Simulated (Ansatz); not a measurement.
Reactions of CH$_{6}$ClFO$_{2}$Si$_{2}$ (`O[Si](O)(F)C[SiH2]Cl`).

Isolated molecules relaxed with PBE0-D4/def2-TZVP in Ansatz; ΔE leaves out vibrations. CCSD(T)/CBS adds triple-zeta CCSD(T) − MP2 to the extrapolated MP2 energy (def2 sets, frozen cores). This one scheme is used for every species. DFT in def2-TZVPP. For Se outer-core shells are correlated without core-valence functions, which leaves a few kJ/mol of doubt a bond. Scalar relativity is left out up to krypton. One conformer a species, not always the lowest.

| reaction | CCSD(T)/CBS(def2) (kJ/mol) |
| --- | --- |
| `O[Si](O)(F)C[SiH2]Cl` + H₂Se → `Cl[SiH2][SeH]` + `C[Si](O)(O)F` | -43 |
| `O[Si](O)(F)C[SiH2]Cl` + H₂S → `S[SiH2]Cl` + `C[Si](O)(O)F` | ? |
| `O[Si](O)(F)C[SiH2]Cl` + `O[SiH](F)S` → `O[SiH](F)S[SiH2]Cl` + `C[Si](O)(O)F` | ? |
| `O[Si](O)(F)C[SiH2]Cl` + `[SiH3]N[SiH2]Cl` → `[SiH3]N([SiH2]Cl)[SiH2]Cl` + `C[Si](O)(O)F` | -47 |
| `O[Si](O)(F)C[SiH2]Cl` + H₂Se → `O[Si](O)(F)[SeH]` + `C[SiH2]Cl` | -37 |
| `O[Si](O)(F)C[SiH2]Cl` + H–F → `O[Si](O)(F)F` + `C[SiH2]Cl` | -131 |
| `O[Si](O)(F)C[SiH2]Cl` + `FCS` → `FCS[SiH2]Cl` + `C[Si](O)(O)F` | -43 |

Fill in the missing values. (Best estimate.)

The calculation gave: `O[Si](O)(F)C[SiH2]Cl` + H₂S → `S[SiH2]Cl` + `C[Si](O)(O)F`: -43.8 kJ/mol; `O[Si](O)(F)C[SiH2]Cl` + `O[SiH](F)S` → `O[SiH](F)S[SiH2]Cl` + `C[Si](O)(O)F`: -50.9 kJ/mol.

Largest T1 diagnostic: 0.012, for `O[SiH](F)S`.
